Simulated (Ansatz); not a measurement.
System: TeF₃, net charge 1, singlet state. SMILES of the parent species: F[Te](F)F
Structure (B3LYP-D3(BJ)/def2-TZVP (Ansatz, a program for electronic structure) minimum search):
```
Te
F 1 1.8267
F 1 1.8267 2 95.54
F 1 1.8267 2 95.54 3 -96.13
```
Charge +1, spin multiplicity 1.

Parts of the frozen-core correlation energy in def2-TZVPPD (Ansatz, hartree). Frozen orbitals: 12; correlated occupied orbitals by spin: 13 and 13; virtual: 154 and 154. Spin-orbit coupling is left out. Past Kr the def2 sets carry scalar-relativistic core potentials.

```csv
term,value
reference (HF),-565.14349
MP2 opposite-spin,(withheld)
MP2 same-spin,(withheld)
CCSD correlation,(withheld)
(T),-0.03239
T1 diagnostic,0.018
largest doubles amplitude,0.055
```

### Question
What belongs in the gaps?

### Answer

- MP2 opposite-spin, value: -0.66332
- MP2 same-spin, value: -0.23798
- CCSD correlation, value: -0.89720
